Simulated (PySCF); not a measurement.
Estimate the missing entries of this data sheet.

Species: C2H7OSi (charge -1).
Geometry (PBE0-D3(BJ)/def2-SVP, Å), atoms numbered from 1 in this order:
```
atom  x, y, z in Å
C1    -1.2663    0.0686   -0.2728
C2     0.2178   -0.1452   -0.5365
O3     0.9695    0.5688    0.3625
Si4    2.7432    0.4987    0.3138
H5    -1.5141    1.1399   -0.3515
H6    -1.8975   -0.4926   -0.9840
H7    -1.5186   -0.2527    0.7512
H8     0.4415   -1.2384   -0.4897
H9     0.4454    0.1443   -1.5911
H10    2.8731   -1.0642    0.1628
H11    2.9053    0.6837   -1.2422
```

```csv
property,level,value
point group,PBE0-D3(BJ)/def2-SVP,?
"rotational constants A, B, C",PBE0-D3(BJ)/def2-SVP,?
HOMO energy,B97-2/pcSseg-2,?
LUMO energy,B97-2/pcSseg-2,4.08 eV
13C chemical shifts (computed TMS as zero) by class,GIAO B97-2/pcSseg-2,"77.7 (C2), 23.8 (C1) ppm"
1H chemical shifts (computed TMS as zero) by class,GIAO B97-2/pcSseg-2,?
"isotropic shieldings of nuclei other than C and H, by class",GIAO B97-2/pcSseg-2,?
core binding energies,"ΔSCF SCAN, pcX-2 on the ionised atom, pcseg-1 elsewhere, spin-free X2C, 2p3/2 from a spin–orbit splitting computed afterwards within the 2p shell",?
```

Electronic properties: PySCF, gas phase, density fitting. NMR classes are plain means over equivalent atoms (diastereotopic ones count apart unless rotation or inversion swaps them), as if these changed places fast; in this geometry the members of some classes differ. The HOMO energy is positive, so at this level the finite basis confines the outermost electrons. No diffuse functions stand in pcSseg-2, which bears on an anion's orbital energies.

Task: The rotational constants A, B, C?

Result: 26.304, 2.584, 2.485 GHz.

Task: What are the 1H chemical shifts (computed TMS as zero) by class?

Result: 5.51 (H10/H11), 3.21 (H8/H9), 0.81 (H5/H6/H7) ppm.

Task: What is the HOMO energy?

Result: 0.13 eV.

Task: What are the isotropic shieldings of nuclei other than C and H, by class?

Result: 279 (O3), 349 (Si4) ppm.

Task: What is the point group?

Result: Cs.

Task: The core binding energies?

Result: Si2p3/2 100.0 (Si4), C1s 286.7 (C1), C1s 287.3 (C2), O1s 532.0 (O3), Si1s 1839.9 (Si4) eV.

The rotational constants make it an asymmetric top with κ = (2B − A − C)/(A − C) = -0.99, nearer the prolate limit (−1). With B = h/(8π²I), that is 505.379 GHz u Å² over I, the principal moments of inertia are 19.2, 195.6 and 203.4 u Å² (most abundant isotopes).

One conformer stands for the species.
